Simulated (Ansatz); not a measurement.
Te4Se⁻ (the lowest doublet isomer of a short search), 5 atoms. Hardware: 4 threads of Arm Neoverse V1 on a shared host.

In the def2 sets Te takes a core potential; there is no spin–orbit coupling. Correlated methods freeze 25 core orbitals; core or outer-core shells of Se, Te are correlated, in sets that lack core-valence functions.

**Question.** How many basis functions does each of these Ansatz runs have, and roughly what does it cost? B97M-V/def2-TZVPD, charge -1 doublet, energy, from earlier orbitals; PBE0-D4/def2-TZVPD, charge -1 doublet, energy, from earlier orbitals; r2SCAN-D4/def2-TZVPD, charge -1 doublet, energy, from earlier orbitals; RPA@PBE/def2-TZVPD, charge -1 doublet, energy, from earlier orbitals; MP2/def2-TZVPD, charge -1 doublet, energy, from earlier orbitals; PBE-D4/def2-SVPD, charge -1 doublet, relaxation, 22 steps; PBE-D4/def2-SVP, charge -1 doublet, energy with a search over starts; BLYP-D4/def2-TZVPD, charge -1 doublet, energy, from earlier orbitals; PBE-D4/def2-TZVPD, charge -1 doublet, energy and forces, from earlier orbitals; revPBE-D4/def2-TZVPD, charge -1 doublet, energy, from earlier orbitals.

**Answer.** Other jobs shared the machine, so times can vary by a factor of up to 3. A dash marks memory too small to be measured apart from the calling script's.

| run | functions | fitting or Cholesky vectors | wall time | peak host memory (GiB) |
| --- | --- | --- | --- | --- |
| revPBE-D4/def2-TZVPD, charge -1 doublet, energy, from earlier orbitals | 293 | 2219 | 13 s | 0.74 |
| PBE-D4/def2-SVP, charge -1 doublet, energy with a search over starts | 136 | 1626 | 14 s | – |
| PBE-D4/def2-TZVPD, charge -1 doublet, energy and forces, from earlier orbitals | 293 | 2219 | 15 s | 0.74 |
| BLYP-D4/def2-TZVPD, charge -1 doublet, energy, from earlier orbitals | 293 | 2219 | 15 s | 0.74 |
| r2SCAN-D4/def2-TZVPD, charge -1 doublet, energy, from earlier orbitals | 293 | 2219 | 28 s | 0.85 |
| PBE0-D4/def2-TZVPD, charge -1 doublet, energy, from earlier orbitals | 293 | 2506 | 31 s | 1.9 |
| RPA@PBE/def2-TZVPD, charge -1 doublet, energy, from earlier orbitals | 293 | 2506 | 42 s | 1.7 |
| B97M-V/def2-TZVPD, charge -1 doublet, energy, from earlier orbitals | 293 | 2219 | 46 s | 1.1 |
| MP2/def2-TZVPD, charge -1 doublet, energy, from earlier orbitals | 293 | 2506 | 54 s | 1.8 |
| PBE-D4/def2-SVPD, charge -1 doublet, relaxation, 22 steps | 181 | 1971 | 1.7 min | – |
